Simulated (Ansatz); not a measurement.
Z-matrix (Å, degrees):
```
C
C 1 1.330
H 1 1.084 2 120.8
H 1 1.083 2 121.2 3 179.6
S 2 1.754 1 121.1 3 -8.6
Se 2 1.908 1 120.1 3 171.7
H 5 1.343 2 96.8 1 144.8
H 6 1.470 2 95.0 1 139.4
```

Total charge 0; spin multiplicity 1.

Problem. List the B3LYP/def2-TZVPP orbital energies in eV (Ansatz). (An estimate is asked.)

Solution. Computed: Occupied: -12351.41, -2418.41, -1580.74, -1418.91, -1418.88, -1418.81, -278.72, -277.11, -216.39, -213.05, -160.97, -160.87, -160.72, -157.14, -157.03, -156.82, -57.93, -57.91, -57.73, -57.64, -57.61, -22.84, -19.88, -19.32, -14.92, -13.23, -11.73, -11.28, -10.65, -9.47, -8.50, -7.16, -6.33. Lowest empty: -0.75, -0.66, 0.45, 0.71, 1.14, 2.31, 3.20, 3.78.

B3LYP here is the variant with VWN-RPA as its local correlation; programs differ in this.
